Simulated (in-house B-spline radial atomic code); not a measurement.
# How G0W0 and RPA depend on the start: the cobalt ion Co⁹⁺

Configuration [Ne] 3s2 3p6. Computed with an all-electron radial atomic-structure program (B-spline basis): all electrons, non-relativistic, point nucleus, each spin shell either full or empty, empty states to l = 9 with an (l + 1/2)⁻⁴ tail; G0W0 by contour deformation at full frequency.

```tsv
start	mean-field 3p (eV)	G0W0 (eV)	QP weight	RPA correlation (Eh)
Hartree-Fock	-275.12	?	?	?
PBE	-260.40	-275.31	0.961	-1.2968
LC-wPBE	-266.26	-275.51	0.969	-1.2503
wB97X	-266.62	?	?	?
CAM-B3LYP	-265.67	-275.51	0.968	-1.2488
```

**Question.** What G0W0 level, weight and RPA correlation energy follow from the wB97X start?

**Answer.** G0W0 level -275.39 eV, weight 0.970, RPA correlation -1.2424 hartree.

**Question.** What G0W0 level, weight and RPA correlation energy follow from the Hartree-Fock start?

**Answer.** G0W0 level -275.84 eV, weight 0.978, RPA correlation -1.1585 hartree.

**Question.** How much of the dependence on the start does G0W0 remove?

**Answer.** The mean-field levels span 14.7 eV and the G0W0 levels 0.535 eV. Against 275.4 ± 0.4 eV (NIST, semi-empirical) the G0W0 removal energies are off by -0.09 to +0.44 eV, with relativity, Breit and QED terms left out.
